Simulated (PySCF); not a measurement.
Si(F)(Cl)2(vinyl) (C₂H₃Cl₂FSi), SMILES C=C[Si](F)(Cl)Cl.

Geometry: PBE0-D3(BJ)/def2-SVP. Other conformers were not sampled.

Method: PySCF with PBE0-D3(BJ)/def2-SVP.

Frequencies are harmonic and unscaled.

```csv
mode,ν (cm⁻¹),IR (km/mol),moving atoms (share of kinetic energy)
1,77,0.0,"C 47 %, H 24 %, Cl 22 %"
2,148,0.1,"F 34 %, Cl 23 %, C 22 %, H 12 %, Si 9 %"
3,157,0.3,"H 31 %, C 27 %, Cl 25 %, F 16 %"
4,177,3.1,"Cl 60 %, C 15 %, Si 12 %"
5,264,20.5,"F 37 %, C 24 %, Si 18 %, Cl 18 %"
6,266,8.8,"F 47 %, Cl 31 %, H 11 %"
7,361,4.2,"Cl 40 %, C 34 %, H 11 %, F 9 %"
8,528,0.3,"H 50 %, C 31 %, Cl 14 %"
9,530,63.9,"Cl 32 %, Si 25 %, C 21 %, F 14 %, H 8 %"
10,650,281.5,"Si 64 %, Cl 22 %"
11,747,141.0,"Si 44 %, C 35 %, H 15 %"
12,923,107.9,"F 49 %, Si 42 %"
13,1008,15.9,"H 78 %, C 15 %"
14,1016,27.0,"H 72 %, C 28 %"
15,1032,16.4,H 93 %
16,1271,1.4,"H 71 %, C 28 %"
17,1418,23.6,"H 85 %, C 15 %"
18,1686,19.8,"C 86 %, H 13 %"
19,3153,5.1,H 95 %
20,3186,0.0,"H 91 %, C 9 %"
21,3255,0.7,"H 89 %, C 11 %"
```
